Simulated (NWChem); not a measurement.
Program: NWChem. System: H2FGeN, charge 0, spin multiplicity 1, at a geometry optimised with B3LYP/def2-SVP. The structure started from a generated list of species. Level: PBE0/STO-3G.

The NWChem input:

```
start mol
memory heap 200 mb stack 900 mb global 1100 mb
geometry units angstroms nocenter noautoz
  Ge    -0.079660    -0.448864     0.000000
  F     -1.221779     0.911131     0.000000
  N      1.404553     0.610555     0.000000
  H      1.353971     1.628154     0.000000
  H      2.359300     0.261438     0.000000
  symmetry group Cs
end
basis spherical
  * library sto-3g
end
dft
  xc pbe0
  semidirect memsize 60000000 filesize 0
  iterations 100
end
task dft energy
```

NWChem printed:

```
             Northwest Computational Chemistry Package (NWChem) 7.3.0
             --------------------------------------------------------

                                NWChem Input Module
                                -------------------

 Scaling coordinates for geometry "geometry" by  1.889725989
 (inverse scale =  0.529177249)

 Turning off AUTOSYM since
 SYMMETRY directive was detected!

                             Geometry "geometry" -> ""
                             -------------------------

 Output coordinates in angstroms (scale by  1.889725989 to convert to a.u.)

  No.       Tag          Charge          X              Y              Z
 ---- ---------------- ---------- -------------- -------------- --------------
    1 Ge                  32.0000    -0.07966000    -0.44886400     0.00000000
    2 F                    9.0000    -1.22177900     0.91113100     0.00000000
    3 N                    7.0000     1.40455300     0.61055500     0.00000000
    4 H                    1.0000     1.35397100     1.62815400     0.00000000
    5 H                    1.0000     2.35930000     0.26143800     0.00000000

 Effective nuclear repulsion energy (a.u.)     187.4866489417

            Nuclear Dipole moment (a.u.)
            ----------------------------
        X                 Y               Z
 ---------------- ---------------- ----------------
     0.0000207870     0.0000151178     0.0000000000

      Symmetry information
      --------------------

 Group name             Cs
 Group number              2
 Group order               2
 No. of unique centers     5

      Symmetry unique atoms

     1    2    3    4    5


 Summary of "ao basis" -> "" (spherical)
 ------------------------------------------------------------------------------
       Tag                 Description            Shells   Functions and Types
 ---------------- ------------------------------  ------  ---------------------
 *                           sto-3g                   on all atoms

                                 NWChem DFT Module
                                 -----------------
[...]
    13      0.145197  1 Ge pz                 9     -0.047696  1 Ge pz

 Vector   25  Occ=2.000000D+00  E=-1.189491D-01  Symmetry=a'
              MO Center= -2.6D-01, -2.7D-01, -4.8D-15, r^2= 1.4D+00
   Bfn.  Coefficient  Atom+Function         Bfn.  Coefficient  Atom+Function
  ----- ------------  ---------------      ----- ------------  ---------------
    16     -0.439787  1 Ge d  0              10      0.403676  1 Ge s
    14      0.405162  1 Ge d -2              22      0.394260  2 F  py
    12     -0.341679  1 Ge py                18      0.306977  1 Ge d  2
    21      0.236524  2 F  px                25     -0.187660  3 N  s
    26      0.159452  3 N  px                11     -0.152192  1 Ge px

 Vector   26  Occ=0.000000D+00  E= 8.926461D-02  Symmetry=a"
              MO Center=  1.9D-02, -1.9D-01,  2.6D-16, r^2= 2.1D+00
   Bfn.  Coefficient  Atom+Function         Bfn.  Coefficient  Atom+Function
  ----- ------------  ---------------      ----- ------------  ---------------
    13      0.933194  1 Ge pz                28     -0.451137  3 N  pz
    23     -0.354284  2 F  pz                 9     -0.273222  1 Ge pz
     5      0.084483  1 Ge pz                15      0.052606  1 Ge d -1
    17     -0.034268  1 Ge d  1

 Vector   27  Occ=0.000000D+00  E= 2.510207D-01  Symmetry=a'
              MO Center= -2.4D-01, -1.3D-01, -6.4D-16, r^2= 2.1D+00
   Bfn.  Coefficient  Atom+Function         Bfn.  Coefficient  Atom+Function
  ----- ------------  ---------------      ----- ------------  ---------------
    11      0.920991  1 Ge px                22     -0.487634  2 F  py
    12     -0.390664  1 Ge py                25     -0.375647  3 N  s
    20      0.334976  2 F  s                 29      0.318120  4 H  s
    21      0.265741  2 F  px                 7     -0.245701  1 Ge px
    14      0.171979  1 Ge d -2              26      0.159451  3 N  px

 Vector   28  Occ=0.000000D+00  E= 3.168058D-01  Symmetry=a'
              MO Center=  6.4D-01,  2.2D-01, -2.2D-17, r^2= 2.4D+00
   Bfn.  Coefficient  Atom+Function         Bfn.  Coefficient  Atom+Function
  ----- ------------  ---------------      ----- ------------  ---------------
    25      1.048996  3 N  s                 12     -0.786034  1 Ge py
    30     -0.585230  5 H  s                 10     -0.460725  1 Ge s
    11     -0.380676  1 Ge px                21      0.334295  2 F  px
    29     -0.335507  4 H  s                 20      0.224101  2 F  s
     8      0.202291  1 Ge py                24     -0.163137  3 N  s

 center of mass
 --------------
 x =  -0.09870383 y =  -0.09396373 z =   0.00000000

 moments of inertia (a.u.)
 ------------------
         136.973908480574          14.059227315810           0.000000000000
          14.059227315810         227.169291071050           0.000000000000
           0.000000000000           0.000000000000         364.143199551624

     Multipole analysis of the density
     ---------------------------------

     L   x y z        total         alpha         beta         nuclear
     -   - - -        -----         -----         ----         -------
     0   0 0 0     -0.000000    -25.000000    -25.000000     50.000000

     1   1 0 0      0.587453      0.293716      0.293716      0.000021
     1   0 1 0      0.308121      0.154053      0.154053      0.000015
     1   0 0 1     -0.000000     -0.000000     -0.000000      0.000000

     2   2 0 0    -17.329552    -70.884637    -70.884637    124.439721
     2   1 1 0      0.998422      0.589231      0.589231     -0.180040
     2   1 0 1      0.000000      0.000000      0.000000      0.000000
     2   0 2 0    -19.138720    -43.936281    -43.936281     68.733842
     2   0 1 1      0.000000      0.000000      0.000000      0.000000
     2   0 0 2    -17.787469     -8.893735     -8.893735      0.000000

 Task  times  cpu:        0.3s     wall:        0.3s

 Total times  cpu:        0.4s     wall:        0.4s
```
